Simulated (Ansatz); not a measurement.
Ansatz (an electronic-structure program) input:

Ansatz 0.2 input:
```yaml
crystal:
  periodic: [false, false, false]
  atoms:
    - {symbol: Ge, position_ang: [-0.00000000, -0.00000000, -1.13240811]}
    - {symbol: Ge, position_ang: [0.00000000, 0.00000000, 1.05062557]}
    - {symbol: H, position_ang: [0.00000000, 0.00000000, 2.61704156]}
basis:
  gaussian:
    orbitals: def2-TZVP
hamiltonian:
  xc: b3lyp
  dispersion: d3bj
total_charge: -1
phonons: {temperatures: {t_min: 298.15, t_max: 298.15, t_step: 100}}
```

Q: Predict the final energy.

A: -4154.70567 Eh (B3LYP-D3(BJ)/def2-TZVP). The basis has 102 functions. The run takes roughly 26 core-seconds.

It need not be the lowest isomer of its formula. Whether it binds its extra electron was not tested at this geometry.
